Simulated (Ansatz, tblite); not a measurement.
Cost and result up the ladder for HfTe₂⁺ (the lowest doublet isomer of a short search) (3 atoms). Total charge 1; doublet. Geometry: B3LYP-D4/def2-TZVP.

```xyz
3

Hf    0.547   -0.114   -1.057
Te   -0.938    1.698    0.008
Te    0.391   -1.584    1.049
```

Ansatz on 4 threads of Arm Neoverse V2 on a shared host; xTB runs through tblite on one thread. Times are rough, summed over both states, and most runs start from the orbitals of an earlier one. RPA@PBE/def2-TZVP serves as the yardstick here, not as an exact answer. The other state is a quartet at its own geometry.

In the def2 sets Hf, Te take a core potential; there is no spin–orbit coupling. The xTB rows come from tblite. HSE06 is defined as in plane-wave codes, on full-range PBE exchange. Correlated methods freeze 8 core orbitals; core or outer-core shells of Hf, Te are correlated, in sets that lack core-valence functions. Another isomer (doublet) lies 0.05 eV lower at PBE0-D4/def2-TZVP.

Run but left out: HF/def2-TZVP, MP2/def2-TZVP, CCSD/def2-TZVP, CCSD(T)/def2-TZVP (doublet: ⟨S²⟩ 1.39, where a pure state has 0.75).

Correlated methods converge slowly with the basis.

xTB has no spin-polarisation term.

| level | functions | wall time | quartet − doublet (eV) | difference from RPA@PBE/def2-TZVP (eV) | remarks |
| --- | --- | --- | --- | --- | --- |
| GFN1-xTB | 27 | 0.006 s | 1.35 | 0.44 | – |
| GFN2-xTB | 27 | 0.006 s | 1.94 | 1.03 | – |
| revPBE-D4/def2-TZVP | 140 | 4.4 s | 0.97 | 0.06 | – |
| PBE-D4/def2-TZVP | 140 | 4.7 s | 1.00 | 0.09 | – |
| HSE06-D4/def2-TZVP | 140 | 6.9 s | 0.96 | 0.05 | – |
| PBE0-D4/def2-TZVP | 140 | 7.1 s | 0.96 | 0.05 | – |
| RPA@PBE/def2-TZVP | 140 | 9.8 s | 0.91 | 0.00 | – |
| r2SCAN-D4/def2-TZVP (with forces) | 140 | 13 s | 0.91 | 0.00 | – |
| BHLYP-D4/def2-TZVP | 140 | 14 s | 0.86 | -0.05 | spin-contaminated (⟨S²⟩ 0.83) (doublet) |
| CAM-B3LYP-D4/def2-TZVP | 140 | 16 s | 0.95 | 0.04 | – |
